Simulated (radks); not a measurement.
Spherical quantum dot in the effective-mass picture: electrons in a hard-walled sphere of radius 5.82, with a point charge +2 (a donor) at the centre, all in effective atomic units (hartree* = m*/eps^2 hartree, bohr* = eps/m* bohr), one dielectric constant everywhere. Method: non-relativistic Kohn-Sham, r2SCAN, spin-polarised, spherical densities, generalised Kohn-Sham scheme; computed with a radial shooting solver with Libxc functionals. Levels are named by radial order and angular momentum (1s, 1p, 1d, 2s, ...), and open shells are averaged over m.

N = 30, configuration 1s2 1p6 1d10 2s2 1f(up 7, down 3). This is the lowest configuration that the search found. Occupied and some empty levels:

| level | occupation | eigenvalue (hartree*) | <r> (bohr*) |
|---|---|---|---|
| 1s up | 1 | 5.8974 | 2.425 |
| 1s down | 1 | 5.9071 | 1.944 |
| 2s up | 1 | 5.9888 | 2.828 |
| 1p up | 3 | 6.0061 | 4.324 |
| 2s down | 1 | 6.0086 | 3.290 |
| 1p down | 3 | 6.0367 | 4.308 |
| 1d up | 5 | 6.1279 | 4.398 |
| 1d down | 5 | 6.1609 | 4.387 |
| 1f up | 7 | 6.3013 | 4.467 |
| 1f down | 3 | 6.3372 | 4.459 |
| 1g up | 0 | 6.5231 | 4.530 |
| 1g down | 0 | 6.5622 | 4.525 |
| 2p up | 0 | 6.8458 | 2.867 |
| 2p down | 0 | 6.8618 | 2.851 |
| 2d up | 0 | 7.1724 | 3.308 |
| 2d down | 0 | 7.1951 | 3.299 |

Energy (hartree*): total 89.6412, kinetic 21.371, external -19.861, Hartree 98.306, exchange-correlation -10.175.
